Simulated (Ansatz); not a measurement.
FH3SSiSn (`F[SiH]1[S][SnH2]1`) at its PBE0-D4/def2-TZVP geometry, where that method's forces vanish. Total charge 0; spin multiplicity 1. Sn: def2 effective core potential.

```json
{"atom": "F1", "x (Å)": "2.3212", "y (Å)": "0.0823", "z (Å)": "0.8240"}
{"atom": "Si2", "x (Å)": "0.7662", "y (Å)": "0.4306", "z (Å)": "0.8687"}
{"atom": "S3", "x (Å)": "0.0026", "y (Å)": "1.6718", "z (Å)": "-0.6110"}
{"atom": "Sn4", "x (Å)": "-0.7779", "y (Å)": "-0.7400", "z (Å)": "-0.6712"}
{"atom": "H5", "x (Å)": "0.4472", "y (Å)": "0.7038", "z (Å)": "2.2852"}
{"atom": "H6", "x (Å)": "-0.2842", "y (Å)": "-1.3991", "z (Å)": "-2.1600"}
{"atom": "H7", "x (Å)": "-2.4749", "y (Å)": "-0.7496", "z (Å)": "-0.5356"}
```

Question: For each bond, give half the difference of the two atoms' forces along it (eV/Å; positive pushes the atoms apart) under PBE-D4, r2SCAN-D4, B3LYP-D4, ωB97M-V in def2-TZVPP. (An estimate is asked.)

Answer: Ansatz gave: 
| bond | length (Å) | PBE-D4 | r2SCAN-D4 | B3LYP-D4 | ωB97M-V |
| --- | --- | --- | --- | --- | --- |
| F1–Si2 | 1.594 | 0.53 | 0.05 | 0.15 | 0.16 |
| Si2–S3 | 2.077 | 0.16 | 0.06 | 0.18 | -0.06 |
| Si2–Sn4 | 2.475 | -0.03 | 0.03 | 0.19 | 0.01 |
| Si2–H5 | 1.477 | 0.00 | -0.04 | -0.19 | -0.18 |
| S3–Sn4 | 2.536 | 0.30 | 0.13 | 0.32 | -0.05 |
| Sn4–H6 | 1.701 | 0.10 | 0.00 | -0.02 | -0.08 |
| Sn4–H7 | 1.702 | 0.09 | 0.00 | -0.01 | -0.07 |

B3LYP here is the variant with VWN-RPA as its local correlation; programs differ in this.
